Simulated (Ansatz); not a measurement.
Born–Oppenheimer molecular dynamics of AlFH6O2Si2 (12 atoms, charge 0, multiplicity 1). It starts from a relaxed structure.

These are results of RKS PBE-D4/6-31G in Ansatz, not measurements.

```json
{"ensemble": "NVE (velocity Verlet)", "time step": "0.5 fs", "steps asked": "100", "starting velocities drawn for": "200 K", "masses": "H 10 u", "seed": "527447"}
```

First frame:

```xyz
12
Properties=species:S:1:pos:R:3
Al -0.008 -0.233 0.031
F 0.165 0.992 1.221
O 1.401 -0.845 -0.694
Si 2.838 -1.438 -1.398
H 2.517 -2.574 -2.350
H 3.528 -0.329 -2.167
H 3.769 -1.949 -0.317
O -1.577 -0.760 -0.349
Si -3.168 -1.266 -0.702
H -3.506 -2.495 0.118
H -4.151 -0.161 -0.370
H -3.286 -1.605 -2.175
```

(1) How far do the bonds stretch over the last three quarters of this one trajectory? (Pairs bonded in most of those frames.)

Results:

(1) 
```json
{"bond": "Al1–F2", "mean (Å)": "1.721", "spread (Å)": "0.031", "shortest": "1.67", "longest": "1.76"}
{"bond": "Al1–O3", "mean (Å)": "1.694", "spread (Å)": "0.011", "shortest": "1.68", "longest": "1.72"}
{"bond": "Al1–O8", "mean (Å)": "1.701", "spread (Å)": "0.009", "shortest": "1.69", "longest": "1.72"}
{"bond": "O3–Si4", "mean (Å)": "1.703", "spread (Å)": "0.012", "shortest": "1.68", "longest": "1.72"}
{"bond": "Si4–H5", "mean (Å)": "1.517", "spread (Å)": "0.003", "shortest": "1.51", "longest": "1.52"}
{"bond": "Si4–H6", "mean (Å)": "1.521", "spread (Å)": "0.023", "shortest": "1.49", "longest": "1.55"}
{"bond": "Si4–H7", "mean (Å)": "1.516", "spread (Å)": "0.020", "shortest": "1.49", "longest": "1.55"}
{"bond": "O8–Si9", "mean (Å)": "1.710", "spread (Å)": "0.016", "shortest": "1.69", "longest": "1.74"}
{"bond": "Si9–H10", "mean (Å)": "1.529", "spread (Å)": "0.028", "shortest": "1.48", "longest": "1.57"}
{"bond": "Si9–H11", "mean (Å)": "1.516", "spread (Å)": "0.012", "shortest": "1.50", "longest": "1.53"}
{"bond": "Si9–H12", "mean (Å)": "1.529", "spread (Å)": "0.032", "shortest": "1.47", "longest": "1.57"}
```

Mean temperature of the second half: 111 K. The conserved energy stayed within 0.013 meV per atom of its start (net change 0.0099 meV per atom), so the integration is sound. A run of 0.05 ps of so small a system gives no equilibrium averages. Limits of this set-up: no polarisation functions.

Run time: 7.1 min on 1 thread of Arm Neoverse V2, with other jobs on the host, peak memory 0.14 GiB.
